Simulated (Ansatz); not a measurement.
ClH3O2Sn (`[OH][SnH]([OH])[Cl]`), charge 0, multiplicity 1.

Give a relaxed structure at PBE0-D4/def2-TZVP (Ansatz). (Estimate.)

Computed: 
Cartesian coordinates in Å:
```
O -1.4698 -0.7880 0.0397
Sn 0.3717 -0.2143 0.3111
O 0.3524 1.7124 0.5450
Cl 1.4520 -0.7461 -1.6769
H -1.5957 -1.2221 -0.8087
H 1.1309 -0.9032 1.6524
H -0.2416 2.1614 -0.0626
```
